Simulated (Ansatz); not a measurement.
`C[Si]1(Cl)CC1=N`. Charge 0, multiplicity 1. The geometry is a stationary point of PBE0-D4/def2-TZVP. It is one conformer, not always the lowest.

```xyz
12

C    -0.289   -1.897    0.337
Si   -0.090   -0.086    0.664
Cl   -0.036    0.311    2.673
C    -0.819    1.200   -0.457
C     0.701    1.092   -0.506
N     1.563    1.727   -1.164
H    -0.312   -2.074   -0.741
H    -1.222   -2.260    0.774
H     0.539   -2.463    0.768
H    -1.190    2.144   -0.058
H    -1.350    0.900   -1.361
H     2.504    1.408   -0.928
```

What is the dipole moment at r2SCAN/def2-TZVPP? (An estimate is asked.)

The calculation gave: 2.55 D, with components (-0.57, -2.48, 0.06) D in this frame, pointing from negative to positive charge.

And with PBE, B3LYP, ωB97M-V? (Estimate.)

Ansatz gave: PBE 2.45 D, B3LYP 2.63 D, ωB97M-V 2.72 D.

Give the Mulliken charges with r2SCAN, PBE, B3LYP in def2-TZVPP. (An estimate is asked.)

Computed: 
| atom | r2SCAN | PBE | B3LYP |
| --- | --- | --- | --- |
| C1 | -0.28 | -0.35 | -0.36 |
| Si2 | 0.44 | 0.28 | 0.39 |
| Cl3 | -0.23 | -0.20 | -0.23 |
| C4 | -0.14 | -0.12 | -0.17 |
| C5 | -0.08 | -0.14 | -0.12 |
| N6 | -0.28 | -0.18 | -0.20 |
| H7 | 0.08 | 0.11 | 0.11 |
| H8 | 0.09 | 0.12 | 0.11 |
| H9 | 0.09 | 0.12 | 0.11 |
| H10 | 0.08 | 0.09 | 0.10 |
| H11 | 0.07 | 0.08 | 0.09 |
| H12 | 0.18 | 0.18 | 0.16 |

B3LYP here is the variant with VWN-RPA as its local correlation; programs differ in this.
